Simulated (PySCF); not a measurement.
# From computed data to an observable: oscillator strength and radiative lifetime

C3H6N2Si, SMILES N#CC/C=N/[SiH3].

Coordinates come from a TPSSh-D3(BJ)/def2-SVP optimisation. The structure was generated by enumeration; whether it is a known compound was not checked. One conformer was computed; it need not be the lowest.

TDA-LC-ωPBE/def2-SVPD in PySCF 2.14.0 puts the first singlet state with f over 0.02 at 7.42 eV (vertical), with the transition dipole (-0.357, -0.017, 0.118) in atomic units.

Find the oscillator strength, the wavelength and the radiative lifetime that this transition would have in vacuum if emission retraced absorption.


|μ|² = 0.1417 au, so |μ| = 0.96 D. ΔE = 7.42/27.211 = 0.2727 hartree. f = (2/3) ΔE |μ|² = 0.026 (the program prints 0.026).
λ = 1239.84/7.42 = 167 nm; ν = 59846 cm⁻¹.
Einstein's coefficient A = 0.6670 ν² f s⁻¹ (ν in cm⁻¹) = 6.2e7 s⁻¹, so τ = 1/A = 16 ns. This state is S2; the lower singlet has f = 0.001. The figure is the radiative limit of this one transition; relaxation, internal conversion, crossing to triplets and a medium change what is measured.
